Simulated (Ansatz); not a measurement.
Wavefunction ladder for `CO[SiH]1C=N1`

Cartesian coordinates in Å:
```
C -0.277 1.793 -0.435
O -0.453 0.616 0.325
Si 0.104 -0.853 -0.088
C 0.081 -2.205 1.032
N 1.264 -1.699 0.941
H -1.192 2.386 -0.374
H 0.552 2.379 -0.031
H -0.074 1.576 -1.490
H 0.240 -0.965 -1.552
H -0.246 -3.027 1.672
```

The species carries charge 0 and has multiplicity 1. The structure was optimised at the PBE0-D4/def2-TZVP level. It is one conformer, not always the lowest. Frozen core, restricted reference, Ansatz. CBS rows extrapolate triple and quadruple zeta; past MP2 they add the triple-zeta difference.

| basis | HF (Eh) | MP2 corr. | CCSD corr. | (T) | CCSD(T) total |
| --- | --- | --- | --- | --- | --- |
| def2-TZVPP | ? | -0.87017 | -0.90013 | ? | ? |
| def2-QZVPP | ? | ? | – | – | – |
| CBS(def2) | -496.98632 | -0.97907 | -1.00904 | as TZ | -498.03518 |

Fill in the withheld values. (An estimate is asked.)

Computed: def2-TZVPP HF (Eh): -496.96425; def2-TZVPP (T): -0.03982; def2-TZVPP CCSD(T) total: -497.90420; def2-QZVPP HF (Eh): -496.98365; def2-QZVPP MP2 corr.: -0.93273.
